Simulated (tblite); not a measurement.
Parent: `[CH2:1]=[CH:2][C@:3]([CH3:4])([NH2:5])[CH2:6][SiH3:7]` with C1–C2–C3–C4 118°, C2–C3–N5–H -49° and 71°, C2–C3–C6–Si7 156°, C5H13NSi.

The geometries are computed with GFN2-xTB (gas phase). One conformer each, not checked by frequencies here.

```
coordinate of the parent    value
                   C1=C2  1.320 Å
                   C2–C3  1.511 Å
                   C3–C4  1.531 Å
                   C3–N5  1.459 Å
                   C3–C6  1.533 Å
                  C6–Si7  1.905 Å
                C1–C2–C3   126.3°
                C2–C3–C4   108.3°
                C2–C3–N5   114.8°
                C2–C3–C6   109.8°
                C4–C3–N5   108.1°
                C4–C3–C6   110.6°
                N5–C3–C6   105.3°
               C3–C6–Si7   108.6°
```

Problem. How does the shared frame change in `[CH2:1]=[CH:2][C@@:3]([CH3:4])([NH2:5])[CH2:6][SiH2:7][NH2:8]` with C1–C2–C3–C4 -106°, C2–C3–N5–H 179° and 60°, C2–C3–C6–Si7 -56°, C3–C6–Si7–N8 -159°, C6–Si7–N8–H -45° and 178°, C5H14N2Si? Atoms pair as C1 = C1, C2 = C2, C3 = C3, C4 = C4, N5 = N5, C6 = C6, Si7 = Si7 (parent first).

Solution. 
| parent | relative | value in the relative | change |
| --- | --- | --- | --- |
| C1=C2 | C1=C2 | 1.319 Å | -0.001 |
| C2–C3 | C2–C3 | 1.505 Å | -0.006 |
| C3–C4 | C3–C4 | 1.538 Å | +0.007 |
| C3–N5 | C3–N5 | 1.455 Å | -0.004 |
| C3–C6 | C3–C6 | 1.542 Å | +0.009 |
| C6–Si7 | C6–Si7 | 1.900 Å | -0.005 |
| C1–C2–C3 | C1–C2–C3 | 125.5° | -0.8 |
| C2–C3–C4 | C2–C3–C4 | 108.0° | -0.3 |
| C2–C3–N5 | C2–C3–N5 | 110.1° | -4.7 |
| C2–C3–C6 | C2–C3–C6 | 109.2° | -0.6 |
| C4–C3–N5 | C4–C3–N5 | 107.0° | -1.1 |
| C4–C3–C6 | C4–C3–C6 | 109.6° | -1.0 |
| N5–C3–C6 | N5–C3–C6 | 112.7° | +7.4 |
| C3–C6–Si7 | C3–C6–Si7 | 114.5° | +5.9 |

Of the parent's bonds, C3–C6 changes most (+0.009 Å). Bonds of the relative outside the shared frame: Si7–N8 1.725 Å. Point group C1 → C1.
